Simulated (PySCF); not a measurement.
**Spin-state energies of [FeCl5]3-**

The complex [FeCl5]3- (charge -3) contains Fe(II), shell d6. The structure is a PBE0-D3(BJ)/def2-TZVP, IEF-PCM water geometry optimised for multiplicity 5; coordination trigonal bipyramidal, point group Cs, metal–donor distances 2.37–2.62 Å.

```
6

Fe    0.000    0.000    0.000
Cl    0.041    0.082    2.613
Cl    0.041    0.082   -2.613
Cl    2.369   -0.331    0.000
Cl   -1.430    1.892    0.000
Cl   -1.174   -2.107    0.000
```

Method (PySCF 2.14, density fitting): CASSCF(6,5) with orbitals averaged over all microstates of the shell, strongly contracted NEVPT2 on the averaged canonical orbitals; basis x2c-TZVPall on the metal, x2c-SVPall elsewhere; spin-free X2C; IEF-PCM water; spin-orbit coupling by state interaction with the mean-field operator over all roots.

The unrestricted Kohn–Sham energies use the same basis, Hamiltonian, solvent and geometry. All energies are vertical, in cm⁻¹ above the lowest state with 2S+1 = 5; a negative value means that the lower spin is more stable. A dash marks a spin without a sound unrestricted solution.

| method | 2S+1 = 3 | 2S+1 = 1 |
| --- | --- | --- |
| BP86 | 8628 | – |
| TPSSh | 11012 | – |
| B3LYP | 11186 | – |
| PBE0 | 13655 | – |

**Question.** What do CASSCF and NEVPT2 in the d shell give?

**Answer.** 
| method | 2S+1 = 3 | 2S+1 = 1 |
| --- | --- | --- |
| CASSCF | 18897 | 28391 |
| NEVPT2 | 15945 | 24973 |

**Question.** How does exact exchange act on the 2S+1 = 3 state?

**Answer.** From BP86 (0 % exact exchange) to PBE0 (25 %) it moves by +5027 cm⁻¹ against the high-spin state, so more exact exchange favours high spin, the usual trend.

The functionals differ in more than their exact exchange.

The active space of the d orbitals alone lacks metal–ligand bonding pairs, which usually tilts NEVPT2 towards high spin.

No frequencies were computed for the optimised geometry.
